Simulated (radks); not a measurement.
The strontium ion Sr3+, configuration [Ar] 3d10 4s2 4p5. Method: non-relativistic Kohn-Sham, PBEsol, spin-polarised, spherical densities, point nucleus; open shells are filled with parallel spins first (spin-orbit coupling, left out, can overturn this in heavy ions); relativity is left out, which matters for an element this heavy; computed with a radial shooting solver on a logarithmic mesh with Libxc functionals. Some entries of the table are withheld. Estimate them.

orbital  occ.  eigenvalue (hartree)  <1/r> (bohr^-1)
1s up       1             -574.4686            37.47
1s down     1             -574.4642            37.47
2s up       1             -77.65564            8.371
2s down     1             -77.65296            8.371
2p up       3             -70.86630            8.359
2p down     3             -70.86209            8.359
3s up       1             -12.89591            2.827
3s down     1             -12.89067            2.827
3p up       3             -10.41131            2.726
3p down     3             -10.40537            2.726
3d up       5              -5.90964            2.513
3d down     5              -5.90293            2.514
4s up       1              -2.49456           0.9920
4s down     1              -2.45506           0.9922
4p up       3                   (1)           0.8842
4p down     2                   (2)           0.8823

Answer. 
(1) 4p up eigenvalue (hartree): -1.85680
(2) 4p down eigenvalue (hartree): -1.81826
